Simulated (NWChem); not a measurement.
System: C$_{7}$H$_{7}$, doublet; SMILES c1(C)c[c]ccc1

NWChem printed, in part:

```
             Northwest Computational Chemistry Package (NWChem) 7.3.0
             --------------------------------------------------------

 C1  symmetry detected

                             Geometry "geometry" -> ""
                             -------------------------

 Output coordinates in angstroms (scale by  1.889725989 to convert to a.u.)

  No.       Tag          Charge          X              Y              Z
 ---- ---------------- ---------- -------------- -------------- --------------
    1 C                    6.0000     0.06675160    -2.38398079     0.00754186
    2 C                    6.0000    -0.00598025    -0.88364042    -0.00888946
    3 C                    6.0000    -1.25351024    -0.22899811    -0.00677326
    4 C                    6.0000    -1.25244485     1.14517020     0.00157644
    5 C                    6.0000    -0.13987272     1.95609322     0.00572167
    6 C                    6.0000     1.09556427     1.29692692     0.00105299
    7 C                    6.0000     1.15387296    -0.09756560    -0.00665403
    8 H                    1.0000    -0.14142871    -2.77833758     1.01618580
    9 H                    1.0000    -0.67327377    -2.83047039    -0.67365224
   10 H                    1.0000     1.06305557    -2.74216505    -0.28825618
   11 H                    1.0000    -2.18251639    -0.80791317    -0.01290632
   12 H                    1.0000    -0.20287907     3.04734504     0.00928157
   13 H                    1.0000     2.02149233     1.87929460     0.00063572
   14 H                    1.0000     2.12926532    -0.59178597    -0.01274557

 Effective nuclear repulsion energy (a.u.)     259.0014519317

                                 NWChem DFT Module
                                 -----------------

 Summary of "ao basis" -> "ao basis" (spherical)
 ------------------------------------------------------------------------------
       Tag                 Description            Shells   Functions and Types
 ---------------- ------------------------------  ------  ---------------------
 C                          def2-svp                 6       14   3s2p1d
 H                          def2-svp                 3        5   2s1p

            General Information
            -------------------
          SCF calculation type: DFT
          Wavefunction type:  spin polarized.
          No. of atoms     :    14
          No. of electrons :    49
           Alpha electrons :    25
            Beta electrons :    24
          Charge           :     0
          Spin multiplicity:     2
          Use of symmetry is: off; symmetry adaption is: off
          Maximum number of iterations: 150
          AO basis - number of functions:   133
                     number of shells:    63
          Convergence on energy requested:  1.00D-06
          Convergence on density requested:  1.00D-05
          Convergence on gradient requested:  5.00D-04

              XC Information
              --------------
                     r^2SCAN0 Method XC Functional
                     Hartree-Fock (Exact) Exchange  0.250
               r^2SCAN metaGGA Exchange Functional  0.750
                     r^2SCAN Correlation Potential  1.000

             Grid Information
             ----------------
          Grid used for XC integration:  medium
          Radial quadrature: Mura-Knowles
          Angular quadrature: Lebedev.
          Tag              B.-S. Rad. Rad. Pts. Rad. Cut. Ang. Pts.
          ---              ---------- --------- --------- ---------
          C                   0.70       49          13.0       434
          H                   0.35       45          13.0       434
          Grid pruning is: on
          Number of quadrature shells:   658
          Spatial weights used:  Erf1

      Superposition of Atomic Density Guess
      -------------------------------------

 Sum of atomic energies:        -266.86862677

      Non-variational initial energy
      ------------------------------

 Total energy =    -271.790894
 1-e energy   =    -869.814964
 2-e energy   =     339.022618
 HOMO         =      -0.177021
 LUMO         =      -0.013245

     ---------------------------------------------
      Total Density - Mulliken Population Analysis
     ---------------------------------------------

    Atom       Charge   Shell Charges
 -----------   ------   -------------------------------------------------------
    1 C    6     6.16   1.99  0.96  0.14  2.05  1.00  0.02
    2 C    6     6.12   1.99  0.98  0.17  1.87  1.07  0.05
    3 C    6     6.10   1.99  0.97  0.31  1.98  0.82  0.04
    4 C    6     6.01   1.99  1.02  0.32  1.78  0.87  0.04
    5 C    6     6.13   1.99  0.97  0.29  1.98  0.87  0.04
    6 C    6     6.07   1.99  0.97  0.28  1.93  0.85  0.04
    7 C    6     6.08   1.99  0.97  0.28  2.00  0.81  0.03
    8 H    1     0.88   0.66  0.19  0.03
    9 H    1     0.89   0.67  0.20  0.03
   10 H    1     0.90   0.67  0.21  0.03
   11 H    1     0.91   0.67  0.22  0.02
   12 H    1     0.90   0.67  0.21  0.02
   13 H    1     0.91   0.67  0.22  0.02
   14 H    1     0.92   0.67  0.22  0.02

     --------------------------------------------
      Spin Density - Mulliken Population Analysis
     --------------------------------------------

    Atom       Charge   Shell Charges
 -----------   ------   -------------------------------------------------------
    1 C    6     0.02   0.00  0.00 -0.00  0.01  0.01  0.00
    2 C    6     0.05   0.00  0.01  0.00  0.04  0.01  0.00
    3 C    6     0.04   0.00  0.00 -0.00  0.04 -0.00  0.01
    4 C    6     0.72   0.00  0.03  0.09  0.38  0.22  0.00
    5 C    6     0.04   0.00  0.01 -0.00  0.04 -0.01  0.01
    6 C    6     0.05   0.00  0.01 -0.00  0.04  0.01  0.00
    7 C    6     0.00   0.00  0.00 -0.00  0.00  0.00  0.00
    8 H    1     0.00   0.00  0.00  0.00
    9 H    1     0.00   0.00  0.00  0.00
   10 H    1     0.01   0.00  0.00  0.00
   11 H    1     0.02   0.02  0.00  0.00
   12 H    1     0.02   0.01  0.00  0.00
   13 H    1     0.02   0.01  0.01  0.00
   14 H    1     0.00   0.00  0.00 -0.00

   convergence    iter        energy       DeltaE   RMS-Dens  Diis-err
 ---------------- ----- ----------------- --------- --------- ---------
 d= 0,ls=0.0,diis     1   -270.4339585037 -5.29D+02  3.79D-03  8.68D-02
                                                     2.43D-03  8.14D-02
 d= 0,ls=0.0,diis     2   -270.4902303289 -5.63D-02  1.17D-03  5.78D-03
                                                     8.60D-04  5.23D-03
 d= 0,ls=0.0,diis     3   -270.4910215966 -7.91D-04  4.84D-04  5.41D-03
                                                     4.98D-04  5.82D-03
 d= 0,ls=0.0,diis     4   -270.4939585442 -2.94D-03  2.15D-04  4.33D-04
                                                     1.63D-04  3.36D-04
 d= 0,ls=0.0,diis     5   -270.4942132545 -2.55D-04  8.17D-05  1.00D-04
                                                     8.93D-05  1.26D-04
  Resetting Diis
 d= 0,ls=0.0,diis     6   -270.4943164002 -1.03D-04  7.20D-05  1.92D-05
                                                     7.03D-05  1.81D-05
 d= 0,ls=0.0,diis     7   -270.4943726175 -5.62D-05  4.86D-05  8.95D-06
                                                     4.49D-05  7.02D-06
 d= 0,ls=0.0,diis     8   -270.4944000369 -2.74D-05  2.82D-05  5.71D-06
                                                     2.84D-05  7.17D-06
 d= 0,ls=0.0,diis     9   -270.4944139236 -1.39D-05  1.30D-04  4.89D-06
                                                     1.28D-04  4.41D-06
 d= 0,ls=0.0,diis    10   -270.4944579323 -4.40D-05  6.45D-05  2.58D-06
                                                     6.12D-05  1.82D-06
 d= 0,ls=0.0,diis    11   -270.4944666150 -8.68D-06  1.63D-05  2.26D-07
                                                     1.51D-05  1.57D-07
 d= 0,ls=0.0,diis    12   -270.4944673307 -7.16D-07  7.02D-06  4.19D-08
                                                     7.76D-06  1.13D-07

         Total DFT energy =     -270.494467330656
      One electron energy =     -875.654159640392
           Coulomb energy =      386.444450056741
    Exchange-Corr. energy =      -40.286209678664
 Nuclear repulsion energy =      259.001451931659

 Numeric. integr. density =       48.999996099414

                    DFT Final Alpha Molecular Orbital Analysis
                    ------------------------------------------

 Vector   23  Occ=1.000000D+00  E=-2.770669D-01
              MO Center= -1.2D-03,  5.7D-01,  1.7D-03, r^2= 3.0D+00
   Bfn.  Coefficient  Atom+Function         Bfn.  Coefficient  Atom+Function
  ----- ------------  ---------------      ----- ------------  ---------------
    48      0.324118   4 C  pz               76     -0.301943   6 C  pz
    90     -0.301884   7 C  pz               34      0.263245   3 C  pz
    51      0.220953   4 C  pz               79     -0.216345   6 C  pz
    93     -0.216619   7 C  pz               37      0.185273   3 C  pz
    20     -0.037793   2 C  pz

 Vector   24  Occ=1.000000D+00  E=-2.706810D-01
              MO Center= -1.1D+00,  1.0D+00, -3.5D-03, r^2= 2.7D+00
   Bfn.  Coefficient  Atom+Function         Bfn.  Coefficient  Atom+Function
  ----- ------------  ---------------      ----- ------------  ---------------
    46      0.478685   4 C  px               49      0.354917   4 C  px
    45     -0.244739   4 C  s                47     -0.239369   4 C  py
    60     -0.184442   5 C  px               50     -0.178972   4 C  py
    18      0.169191   2 C  px               74      0.166378   6 C  px
    44     -0.154528   4 C  s                33      0.139769   3 C  py

[...]
```

Level: r2SCAN0/def2-SVP, spin-unrestricted. Coordinates come from a PBE0/def2-SVP, spin-unrestricted optimisation. No frequency run checked for a minimum. No stability test was run on the SCF state.

Question: Write an input that gives this output.

Answer: Several could match; the one computed here: the input that was run:
```
start job
memory heap 200 mb stack 900 mb global 1100 mb
geometry units angstroms noautoz
  C      0.062660    -2.380338     0.007383
  C     -0.008739    -0.879932    -0.008901
  C     -1.255687    -0.224182    -0.006727
  C     -1.253401     1.149984     0.001758
  C     -0.140109     1.959918     0.005989
  C      1.094742     1.299655     0.001262
  C      1.151812    -0.094888    -0.006582
  H     -0.145876    -2.774609     1.015987
  H     -0.677758    -2.826103    -0.673859
  H      1.058647    -2.739378    -0.288445
  H     -2.185207    -0.802271    -0.012922
  H     -0.202146     3.051225     0.009656
  H      2.021187     1.881200     0.000907
  H      2.126765    -0.589974    -0.012717
end
basis spherical
  * library def2-svp
end
dft
  odft
  mult 2
  xc r2scan0
  iterations 150
  mulliken
end
task dft energy
```
